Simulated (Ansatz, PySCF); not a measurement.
BO, SMILES [B]=O (connectivity only; charge and spin as stated), charge +1, multiplicity 1.

Geometry optimised at r2SCAN-D4/def2-TZVPD. The spin state was assumed, not searched.

Two levels are set side by side: PBE/def2-TZVPD (Ansatz, a first-principles code) and EOM-CCSD/aug-cc-pVDZ (PySCF). PBE by ΔSCF, the other level by its IP root; same geometry, the bases differ. Differences are taken from unrounded values.

```csv
quantity,EOM-CCSD,PBE,PBE minus EOM-CCSD
vertical ionisation energy (eV),23.37,23.75,0.38
```

On these quantities the two levels nearly agree.
